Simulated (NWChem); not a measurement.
System: AlHCl2; SMILES [Cl][AlH][Cl]

```xyz
4

Al     0.0000     0.0000    -0.6928
H      0.0000     0.0000    -2.2707
Cl    -1.8059     0.0000     0.3895
Cl     1.8059     0.0000     0.3895
```
Atoms are numbered in this order, from 1.

Computed with NWChem. Pople sets run with spherical d functions. Coordinates come from a PBE-D3(BJ)/def2-SVP optimisation. Vzz is the largest principal value of the second derivative of the potential at the nucleus (NWChem prints the opposite sign); η is the asymmetry. Non-relativistic.

Q: What does the run give for CAM-B3LYP/6-31G*? Quantities: Vzz Al1 (a.u.); η Al1; Vzz Cl4 (a.u.); η Cl4.

A: Vzz Al1 (a.u.): 0.800
η Al1: 0.56
Vzz Cl4 (a.u.): 1.347
η Cl4: 0.39
